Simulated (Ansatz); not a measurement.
A cut through the energy surface

CH6BNS (SMILES CB(N)S), closed shell, at its PBE0-D4/def2-TZVP minimum:

```tsv
atom	x (Å)	y (Å)	z (Å)
C1	-1.1115	0.5886	-0.5930
B2	0.2130	-0.0984	-0.0967
N3	0.4603	-0.3156	1.2610
S4	1.4130	-0.5998	-1.3819
H5	-0.8936	1.4929	-1.1688
H6	-1.7741	0.8682	0.2301
H7	-1.6699	-0.0741	-1.2609
H8	1.2886	-0.7506	1.6270
H9	-0.1991	-0.0396	1.9680
H10	2.3564	-1.1230	-0.5818
```

The dihedral angle C1–B2–N3–H8 (179.9° at the minimum) is set to the values below, the two halves turning rigidly about the central bond. Each method's energies count from its own value at the PBE0-D4 minimum structure. Program: Ansatz 0.2.0. Basis: def2-TZVPP. Cores are frozen in the correlated methods. B3LYP uses VWN-RPA correlation.

CCSD(T) energies along the scan:
```tsv
dihedral angle (°)	CCSD(T) (kJ/mol)
-166.2	4.96
-140.5	37.64
-114.8	84.96
-89.1	108.73
-63.4	81.96
-37.7	34.83
-12.0	4.27
```
They count from the CCSD(T) energy at the PBE0-D4 minimum.

Largest difference from the CCSD(T) curve over the scan: r2SCAN-D4 3.24; B3LYP-D4 4.61; MP2 0.37 kJ/mol. Each curve counts from its own value at the minimum.

No T1 diagnostic of these runs exceeds 0.013.

For scale, one of the runs: CCSD(T)/def2-TZVPP, 219 basis functions (an equivalent command: `ansatz run in.yaml --threads 4`). Time: 16 s of wall clock on 4 CPU threads; the host was shared. Peak host memory: 3.6 GiB.
